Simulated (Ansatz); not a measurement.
A structure relaxed at PBE0-D4/def2-TZVP, charge 0, multiplicity 1:

Cartesian coordinates in Å:
```
C -0.9455 -0.2161 0.0889
Al 0.9284 0.1986 -0.0987
Cl 1.8064 1.7572 0.9825
Cl 2.1864 -0.8710 -1.3800
H -1.2396 -1.0557 -0.5433
H -1.1794 -0.4639 1.1281
H -1.5566 0.6509 -0.1774
```

(1) Give its formula and SMILES.

(2) Point group (tolerance 0.08 Å, 0.16 Å for H)?

(3) Summarise the bond lengths by kind.

## Answers

(1) CH3AlCl2, `[CH3][Al]([Cl])[Cl]`.

(2) Cs.

(3) 1 × Al–C 1.928 Å; 3 × C–H 1.091 to 1.094 Å; 2 × Al–Cl 2.090 Å.

Program: Ansatz 0.2.0.
